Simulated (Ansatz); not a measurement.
`C[B](N)[GaH2]` + NH₃ → `CB(N)N` + `[GaH3]` at 500 K and 1 bar (cleavage of the B–Ga bond).

Isolated molecules relaxed with PBE0-D4/def2-TZVP in Ansatz; ΔE leaves out vibrations. CBS: MP2 limit from def2 TZ/QZ plus the TZ coupled-cluster correction, frozen cores. This one scheme is used for every species. For Ga outer-core shells are correlated without core-valence functions, which leaves a few kJ/mol of doubt a bond. Scalar relativity is left out up to krypton. Each species was taken in one conformer, which may not be the lowest.

```json
{"species": "`C[B](N)[GaH2]`", "CCSD(T)/CBS energy (Eh)": "-2045.72929", "H − E (kJ/mol)": "260.5", "S (J/(mol·K))": "415.6"}
{"species": "NH₃", "CCSD(T)/CBS energy (Eh)": "-56.50880", "H − E (kJ/mol)": "108.2", "S (J/(mol·K))": "211.8"}
{"species": "`CB(N)N`", "CCSD(T)/CBS energy (Eh)": "-176.57025", "H − E (kJ/mol)": "291.1", "S (J/(mol·K))": "373.5"}
{"species": "`[GaH3]`", "CCSD(T)/CBS energy (Eh)": "-1925.70545", "H − E (kJ/mol)": "69.3", "S (J/(mol·K))": "243.1"}
```

H − E and S are ideal-gas, rigid-rotor, harmonic terms from PBE0-D4/def2-TZVP, for one conformer and one mirror image of each species. 1 Eh = 2625.50 kJ/mol, R = 8.31446 J/(mol·K).

Task: By hand: ΔE, ΔH, ΔS and ΔG.

Result: ΔE = (-176.57025) + (-1925.70545) − (-2045.72929) − (-56.50880) = -0.03761 Eh = -98.7 kJ/mol. Δ(H − E) = 291.1 + 69.3 − 260.5 − 108.2 = -8.3, so ΔH = -107.0 kJ/mol. ΔS = 373.5 + 243.1 − 415.6 − 211.8 = -10.8 J/(mol·K). ΔG = -107.0 − 500 × (-10.8)/1000 = -101.6 kJ/mol.

Task: By hand: the equilibrium constant, and the temperature at which ΔG would vanish if ΔH and ΔS stayed fixed.

Result: log₁₀ K = −ΔG/(RT ln 10) = 10.6. ΔG = 0 at ΔH/ΔS = 9907 K, far beyond where these terms or the molecules hold.

The number of gas molecules stays the same, so ΔS is small and ΔH decides. A doubt of 5 kJ/mol in ΔE shifts log₁₀ K by 0.5 here. Other conformers and mirror images would add mixing entropy, several J/(mol·K) or more a flexible species. Modes under 60 cm⁻¹, often nearly free rotors, make the harmonic entropy too high. These are equilibria of isolated gas molecules and say nothing of rates. Largest T1 diagnostic: 0.013 (customary marks: 0.02 for closed shells, 0.045 for open ones).
